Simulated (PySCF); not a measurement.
**Titanium: a sound run and one with changed settings**

Sound run: Ti [Ar] 3d2 4s2, Ti⁺ [Ar] 3d2 4s1. All numbers are calculated (PySCF 2.14, the spin-free X2C one-electron Hamiltonian (Gaussian nucleus), in Sapporo-DKH3-DZP-2012). In the sound run the correlated levels freeze [Ar]. The sound run starts from symmetry-adapted Hartree-Fock orbitals and uses a fine grid where one is needed.

Changed run: basis STO-3G, all-electron and non-relativistic. This setting is unsound on purpose.

```json
{"species": "Ti", "method": "UHF", "sound run (hartree)": "-852.72676", "changed run (hartree)": "-839.56346", "converged": "yes"}
{"species": "Ti", "method": "PBE0", "sound run (hartree)": "-853.49916", "changed run (hartree)": "-840.24248", "converged": "yes"}
{"species": "Ti", "method": "MN15", "sound run (hartree)": "-854.06729", "changed run (hartree)": "-838.96893", "converged": "yes"}
{"species": "Ti", "method": "MP2", "sound run (hartree)": "-852.76113", "changed run (hartree)": "-839.59115", "converged": "yes"}
{"species": "Ti⁺", "method": "UHF", "sound run (hartree)": "-852.52197", "changed run (hartree)": "-839.44286", "converged": "yes"}
{"species": "Ti⁺", "method": "PBE0", "sound run (hartree)": "-853.25679", "changed run (hartree)": "-840.06559", "converged": "yes"}
{"species": "Ti⁺", "method": "MN15", "sound run (hartree)": "-853.81002", "changed run (hartree)": "-838.78164", "converged": "yes"}
{"species": "Ti⁺", "method": "MP2", "sound run (hartree)": "-852.52928", "changed run (hartree)": "-839.44286", "converged": "yes"}
```

Ionisation energy of Ti:

```json
{"method": "UHF", "sound run (eV)": "5.573", "changed run (eV)": "3.282"}
{"method": "PBE0", "sound run (eV)": "6.595", "changed run (eV)": "4.813"}
{"method": "MN15", "sound run (eV)": "7.001", "changed run (eV)": "5.096"}
{"method": "MP2", "sound run (eV)": "6.309", "changed run (eV)": "4.035"}
{"method": "SCS-MP2", "sound run (eV)": "6.456", "changed run (eV)": "4.186"}
```

A minimal basis cannot let orbitals breathe on ionisation and holds almost no correlation. The Hamiltonian changed with the basis, so the totals do not compare.

For comparison, NIST gives 6.828 eV between the lowest levels.
